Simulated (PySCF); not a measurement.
Indirect couplings

Geometry:
```
atom   x (Å)   y (Å)   z (Å)
  C1   2.124  -0.704   0.024
  C2   0.903  -0.122  -0.670
  C3  -0.259   0.214   0.267
  C4  -0.851  -1.028   0.931
  C5  -1.377   0.951  -0.454
 Br6  -0.852   2.709  -1.110
  H7   1.917  -1.679   0.489
  H8   2.948  -0.852  -0.690
  H9   2.490  -0.029   0.814
 H10   1.192   0.798  -1.203
 H11   0.540  -0.822  -1.445
 H12   0.121   0.883   1.060
 H13  -0.093  -1.564   1.520
 H14  -1.674  -0.767   1.614
 H15  -1.246  -1.729   0.178
 H16  -2.230   1.136   0.212
 H17  -1.730   0.393  -1.333
```

Method: B3LYP/pcJ-1 (pcSseg-1 on Br) (without the spin–dipole term)//PBE0-D3(BJ)/def2-SVP, PySCF 2.14; isolated molecule, single conformer, non-relativistic. Couplings are averaged over pairs made equivalent by symmetry, fast rotation or ring inversion, so a value needn't be that of the named pair in this geometry, while other rotamers aren't included; one pair stands for each set, and the list holds a selection of those of at least 1.5 Hz over up to four bonds.

Isotopes: 13C, 1H.

```tsv
pair	bonds	J (Hz)
C1, C2	1	37.9
C1, H7	1	131.7
C2, C3	1	37.2
C2, H10	1	134.0
C2, H11	1	?
C3, C4	1	35.1
C3, C5	1	?
C3, H12	1	133.7
C4, H13	1	132.8
C5, H16	1	157.0
C5, H17	1	?
C1, H10	2	-3.9
C1, H11	2	?
C3, H11	2	-3.3
C3, H16	2	?
C3, H17	2	-2.1
C5, H12	2	-6.6
H7, H8	2	?
H16, H17	2	-10.9
C1, C5	3	5.1
C2, H13	3	4.7
C2, H17	3	3.7
C3, H7	3	?
C4, H10	3	?
C5, H10	3	4.3
H11, H12	3	12.6
```

Estimate the withheld couplings, with signs.

Results:


- 1J(C2,H11) = 128.3 Hz (bond length 1.106 Å, sp3 carbon)
- 1J(C3,C5) = 36.9 Hz (bond length 1.521 Å)
- 1J(C5,H17) = 153.9 Hz (bond length 1.100 Å, sp3 carbon)
- 2J(C1,H11) = -3.1 Hz (angle at C2 110°)
- 2J(C3,H16) = -1.6 Hz (angle at C5 111°)
- 2J(H7,H8) = -14.1 Hz
- 3J(C3,H7) = 5.5 Hz (mean over equivalent pairs that range from 1.3 to 11.6 Hz in this conformer)
- 3J(C4,H10) = 8.7 Hz (dihedral angle 173°)

Relativistic effects of the heavier atoms present are left out.
